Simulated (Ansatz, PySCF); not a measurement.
Si(F)(OH)2(SMe) (CH5FO2SSi), SMILES CS[Si](O)(O)F. Atoms are numbered in the order given.

```xyz
11

C     -2.3363    -0.3266    -0.2519
S     -1.0046     0.7520    -0.9332
Si     0.6475    -0.1223     0.0557
O      0.9821    -1.6053    -0.5666
O      1.9852     0.8305    -0.0585
F      0.2636    -0.3093     1.6280
H     -2.3389    -0.2919     0.8452
H     -2.2072    -1.3611    -0.5972
H     -3.2854     0.0694    -0.6355
H      1.7026    -2.1019    -0.1588
H      1.9397     1.7106     0.3337
```
Charge 0, spin multiplicity 1.

Geometry optimised at B3LYP-D3(BJ)/def2-SVP. The values are those of a single conformer.

Two levels are set side by side: PBE-D3(BJ)/def2-SVP (Ansatz, a quantum-chemistry and plane-wave program) and B3LYP-D3(BJ)/def2-SVP (Ansatz). Each level has its own optimised geometry; the coordinates shown are those of the second. Frequencies come from the Hessian of PySCF at each geometry. Differences are taken from unrounded values.

| quantity | B3LYP-D3(BJ) | PBE-D3(BJ) | PBE-D3(BJ) minus B3LYP-D3(BJ) |
|---|---|---|---|
| mean bond length (Å) | 1.410 | 1.419 | 0.009 |
| bond C1–S2 (Å) | 1.844 | 1.843 | -0.001 |
| bond S2–Si3 (Å) | 2.115 | 2.121 | 0.006 |
| bond Si3–O4 (Å) | 1.643 | 1.656 | 0.013 |
| bond Si3–O5 (Å) | 1.646 | 1.660 | 0.014 |
| bond Si3–F6 (Å) | 1.629 | 1.642 | 0.013 |
| bond C1–H7 (Å) | 1.098 | 1.106 | 0.008 |
| bond C1–H8 (Å) | 1.098 | 1.106 | 0.008 |
| bond C1–H9 (Å) | 1.098 | 1.106 | 0.008 |
| bond O4–H10 (Å) | 0.965 | 0.974 | 0.009 |
| bond O5–H11 (Å) | 0.965 | 0.973 | 0.009 |
| highest harmonic wavenumber (cm⁻¹) | 3876 | 3766 | -111 |
| mean harmonic wavenumber (cm⁻¹) | 1152 | 1121 | -30 |
| zero-point energy (kcal/mol) | 44.46 | 43.29 | -1.17 |

Exact exchange shortens and stiffens bonds; PBE has none. Differences between two approximate levels are no errors against the true value.
